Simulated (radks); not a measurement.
Initial-state core-level shifts of the nickel ion Ni2+ when its valence configuration changes from [Ar] 3d8. All-electron calculation, scalar-relativistic Kohn-Sham, r2SCAN, spin-polarised, spherical densities, finite nucleus; open shells are filled with parallel spins first; meta-GGA in the generalised Kohn-Sham scheme; Fermi nuclear charge, rms radius 3.7757 fm. Program: a radial shooting solver on a logarithmic mesh with Libxc functionals. Shifts are changes of the shell-averaged eigenvalues in eV (positive: less bound); the change of the density at the nucleus, which sets a Mossbauer isomer shift, is in e/bohr^3, on a base of 1.976e+04.

| valence | 1s | 2s | 3s | 3p | density at nucleus |
|---|---|---|---|---|---|
| 3d7 4p1 | -9.316 | -10.130 | -8.955 | -8.716 | +2.685 |
| 3d7.5 4p0.5 | -4.570 | -4.951 | -4.436 | -4.321 | +1.237 |
| 3d6.5 4s1 4p0.5 | -12.791 | -14.163 | -12.116 | -11.748 | +18.166 |
| 3d6 4p2 | -19.374 | -21.202 | -18.226 | -17.712 | +6.229 |
| 3d7 4s1 | -7.821 | -8.718 | -7.473 | -7.237 | +15.778 |
| 3d5.5 4p2.5 | -24.676 | -27.078 | -22.943 | -22.285 | +8.307 |
| 3d3.5 4p4.5 | -50.347 | -55.496 | -44.720 | -43.501 | +19.889 |
| 3d7.5 4s0.5 | -3.815 | -4.245 | -3.680 | -3.566 | +7.457 |
| 3d4.5 4p3.5 | -36.802 | -40.484 | -33.414 | -32.475 | +13.525 |
